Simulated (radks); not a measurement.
Values are calculated unless marked as measured or tabulated.
Au+, configuration [Xe] 4f14 5d10.

Code: a radial shooting solver on a logarithmic mesh with Libxc functionals. Model: Dirac Kohn-Sham, BLYP, spin-unpolarised, spherical densities, point nucleus; speed of light set to 13703.6 atomic units (100 times the physical value, a model run).

Energy parts (eV):
| part | energy |
|---|---|
| total | -486261.98 |
| kinetic | 486166.50 |
| electron-nucleus | -1157613.07 |
| Hartree | 194505.30 |
| exchange-correlation | -9320.71 |

Orbitals (lengths in bohr, moments of r in powers of bohr; r(90%) holds 90 % of the orbital's charge):
orbital,occ.,eigenvalue (eV),r(90%),<r^2>,<r^4>,small-component weight
1s1/2,2,-73088.11,0.0341,0.0004907,6.067e-07,8.19e-06
2s1/2,2,-12203.29,0.124,0.007635,0.00009767,1.81e-06
2p1/2,2,-11733.02,0.110,0.005632,0.00006116,1.82e-06
2p3/2,4,-11732.87,0.110,0.005632,0.00006116,1.82e-06
3s1/2,2,-2861.738,0.297,0.04728,0.003323,6.09e-07
3p1/2,2,-2639.940,0.289,0.04352,0.002938,6.05e-07
3p3/2,4,-2639.908,0.289,0.04352,0.002938,6.05e-07
3d3/2,4,-2225.890,0.262,0.03354,0.001956,5.96e-07
3d5/2,6,-2225.882,0.262,0.03354,0.001956,5.96e-07
4s1/2,2,-609.3304,0.642,0.2268,0.07395,2.02e-07
4p1/2,2,-513.6703,0.655,0.2327,0.07980,1.93e-07
4p3/2,4,-513.6628,0.655,0.2327,0.07980,1.93e-07
4d3/2,4,-337.7620,0.686,0.2451,0.09490,1.74e-07
4d5/2,6,-337.7602,0.686,0.2451,0.09490,1.74e-07
4f5/2,6,-102.1104,0.778,0.2858,0.1648,1.38e-07
4f7/2,8,-102.1099,0.778,0.2858,0.1648,1.38e-07
5s1/2,2,-92.2730,1.47,1.185,2.054,4.91e-08
5p1/2,2,-62.0183,1.63,1.418,3.071,4.13e-08
5p3/2,4,-62.0170,1.63,1.418,3.071,4.13e-08
5d3/2,4,-15.7469,2.43,2.879,16.00,2.22e-08
5d5/2,6,-15.7467,2.43,2.879,16.00,2.22e-08

The highest occupied level is 5d5/2 at -15.747 eV. The density falls to 0.001 e/bohr^3 at r = 3.75 bohr.
